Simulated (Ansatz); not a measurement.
Reaction (substitution at a C–Si bond): `[AlH2][CH2][SiH2][SiH3]` + `CNP` → `CN(P)[CH2][AlH2]` + disilane

Isolated molecules relaxed with PBE0-D4/def2-TZVP in Ansatz; ΔE leaves out vibrations. CBS: MP2 limit from def2 TZ/QZ plus the TZ coupled-cluster correction, frozen cores. Functionals use def2-TZVPP. B3LYP here is the variant with VWN-RPA as its local correlation; programs differ in this. HSE06 is defined as in plane-wave codes. Each species was taken in one conformer, which may not be the lowest.

```tsv
level	ΔE (kcal/mol)	difference from CCSD(T)/CBS
PBE-D4	25.8	-0.3
BLYP-D4	23.4	-2.7
r2SCAN-D4	26.9	0.8
B97M-V	26.9	0.8
PBE0-D4	27.1	1.0
B3LYP-D4	24.9	-1.2
r2SCANh-D4	27.3	1.2
B2PLYP	25.4	-0.7
PBE-QIDH	27.4	1.3
r2SCAN	27.0	0.9
HSE06	27.2	1.1
RPA@PBE/def2-TZVPP	23.0	-3.1
CCSD/def2-SVP	20.6	-5.5
MP2/def2-QZVPP	26.5	0.4
SCS-MP2/def2-QZVPP	25.5	-0.6
CCSD/CBS(def2)	26.3	0.2
CCSD(T)/CBS	26.1	0
```

Largest T1 diagnostic among the species: 0.013.

At CCSD(T), def2-SVP lies −6.0 kcal/mol from the extrapolated value and def2-TZVPP −0.9 kcal/mol. From r2SCAN to r2SCAN0 (25 % exact exchange), in def2-TZVPP and without D4, ΔE moves by +0.8 kcal/mol. Leaving LDA and LC-ωPBE aside and taking each functional with its dispersion term where it has one, the values, not all of them listed here, spread over 4.4 kcal/mol, from BLYP-D4 to r2SCAN0-D4.

CCSD(T)/CBS has its own doubt, a few kJ/mol and more with outer-core shells, so smaller differences from it don't rank the levels.
